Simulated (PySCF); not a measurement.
## Atomic charges by several schemes

Species: C₃H₁₁OPSi.
Structure used (PBE0-D3(BJ)/def2-SVP), in Å, numbered top down from 1:
```
atom  x, y, z in Å
C1    -1.6983    0.8173    0.8054
C2    -0.4853   -0.0863    0.7053
C3    -0.8287   -1.4849    0.2260
O4     0.4330    0.5102   -0.2000
Si5    2.0649    0.6413    0.0801
P6     3.0071   -1.4153    0.2353
H7    -1.4049    1.8197    1.1493
H8    -2.1725    0.9197   -0.1830
H9    -2.4389    0.4082    1.5089
H10   -0.0194   -0.1623    1.7096
H11   -1.5517   -1.9677    0.9006
H12    0.0730   -2.1145    0.1836
H13   -1.2668   -1.4385   -0.7830
H14    2.6073    1.4607   -1.0385
H15    2.3322    1.3240    1.3879
H16    4.3237   -0.8786    0.3911
H17    3.1322   -1.5817   -1.1780
```

Density: PBE0/pcSseg-1 (PySCF); schemes: Mulliken, IAO, Hirshfeld and ESP-fitted. Isolated species at its PBE0-D3(BJ)/def2-SVP geometry (one conformer only).

Q: Do the Mulliken, IAO, Hirshfeld and ESP-fitted schemes agree on where the charge is lowest?

A: The schemes don't all agree: Mulliken O4 (-0.630); IAO O4 (-0.642); Hirshfeld O4 (-0.224); ESP-fitted C1 (-0.642).

Q: Which atoms carry the highest charge in the Mulliken, IAO, Hirshfeld and ESP-fitted schemes?

A: The schemes don't all agree: Mulliken Si5 (+0.639); IAO Si5 (+0.813); Hirshfeld Si5 (+0.341); ESP-fitted C2 (+0.567).

Q: Give the atomic charges in each scheme.

A: In e:

| atom | environment | Mulliken | IAO | Hirshfeld | ESP-fitted |
| --- | --- | --- | --- | --- | --- |
| C1 | methyl carbon | -0.224 | -0.414 | -0.122 | -0.642 |
| C2 | sp3 carbon bound to oxygen | -0.054 | +0.113 | +0.054 | +0.567 |
| C3 | methyl carbon | -0.238 | -0.418 | -0.124 | -0.502 |
| O4 | silyl ether oxygen | -0.630 | -0.642 | -0.224 | -0.466 |
| Si5 | oxygen-bound silicon | +0.639 | +0.813 | +0.341 | +0.566 |
| P6 | three-coordinate phosphorus | -0.287 | -0.143 | -0.023 | -0.391 |
| H7 | methyl hydrogen | +0.122 | +0.144 | +0.041 | +0.155 |
| H8 | methyl hydrogen | +0.117 | +0.142 | +0.041 | +0.166 |
| H9 | methyl hydrogen | +0.110 | +0.138 | +0.044 | +0.164 |
| H10 | methine hydrogen | +0.109 | +0.110 | +0.030 | -0.013 |
| H11 | methyl hydrogen | +0.113 | +0.139 | +0.044 | +0.117 |
| H12 | methyl hydrogen | +0.141 | +0.140 | +0.029 | +0.126 |
| H13 | methyl hydrogen | +0.116 | +0.141 | +0.040 | +0.149 |
| H14 | Si–H hydrogen | -0.079 | -0.120 | -0.074 | -0.121 |
| H15 | Si–H hydrogen | -0.084 | -0.145 | -0.085 | -0.109 |
| H16 | P–H hydrogen | +0.064 | +0.001 | -0.006 | +0.113 |
| H17 | P–H hydrogen | +0.066 | +0.002 | -0.007 | +0.122 |

Mean size of the charges over all atoms: ESP-fitted 0.264 e, IAO 0.222 e, Mulliken 0.188 e, Hirshfeld 0.078 e. Each set sums to the total charge, 0, to within 0.001 e. The IAO scheme projects the occupied orbitals on a minimal set of polarised atomic orbitals and counts the electrons in each atom's part of it. The Hirshfeld scheme weights the molecular density at each point by an atom's share of the summed free-atom densities.

Q: How closely do the schemes follow one another over all atoms?

A: Correlation coefficient and root-mean-square difference: IAO with Hirshfeld 0.98, 0.197 e; Mulliken with IAO 0.96, 0.098 e; Mulliken with Hirshfeld 0.93, 0.156 e; IAO with ESP-fitted 0.87, 0.165 e; Hirshfeld with ESP-fitted 0.82, 0.246 e; Mulliken with ESP-fitted 0.79, 0.204 e.

Q: Sum the charges by element, for elements with more than one atom.

A: 
```
element  atoms  Mulliken     IAO  Hirshfeld  ESP-fitted
      C      3    -0.516  -0.720     -0.192      -0.578
      H     11    +0.794  +0.692     +0.097      +0.868
```

Q: How many electrons does the Hirshfeld scheme count on C1?

A: Z − q = 6 − (-0.122) = 6.122.
